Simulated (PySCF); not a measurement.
**BeSe₂: from structure and modes to constants**

Method: PBE0/[Be def2-SVP, Se def2-SVP], no relativity, density fitting, PySCF.

The singlet minimum has C2v symmetry. Masses (u): Be 9.01218, Se 79.91652.

```xyz
3
charge 0 multiplicity 1, angstrom
Be    0.0000    0.0000   -1.4564
Se    1.2816    0.0000    0.0814
Se   -1.2816    0.0000    0.0814
```

Harmonic wavenumbers (cm⁻¹): 204.0 (a1, ×1), 621.8 (b2, ×1), 744.9 (a1, ×1).

Task: Find the vibrational entropy and heat capacity at 298.15 K.

Result: With u = 1.43878 ω/T, each mode gives S = R[u/(eᵘ−1) − ln(1−e⁻ᵘ)] and C = R u² eᵘ/(eᵘ−1)².
| ω (cm⁻¹) | u | S (J/(mol K)) | C (J/(mol K)) |
| --- | --- | --- | --- |
| 204.0 | 0.985 | 8.77 | 7.67 |
| 621.8 | 3.001 | 1.73 | 4.12 |
| 744.9 | 3.595 | 1.08 | 3.12 |
The sums over all modes are S = 11.6 and C = 14.9 J/(mol K); the softest mode gives 76 % of the entropy.

Task: Give the standard entropy (298.15 K, 1 bar) by its translational, rotational, vibrational and spin parts, and Cp.

Result: Sackur–Tetrode with M = 168.85 u gives 172.8; rotation with symmetry number 2 gives 101.9; vibration 11.6; spin R ln 1 = 0.0. The total is 286.3 J/(mol K), and Cp = 4 R + 14.9 = 48.2 J/(mol K).

Only a few start shapes were tried, so a lower isomer may exist.
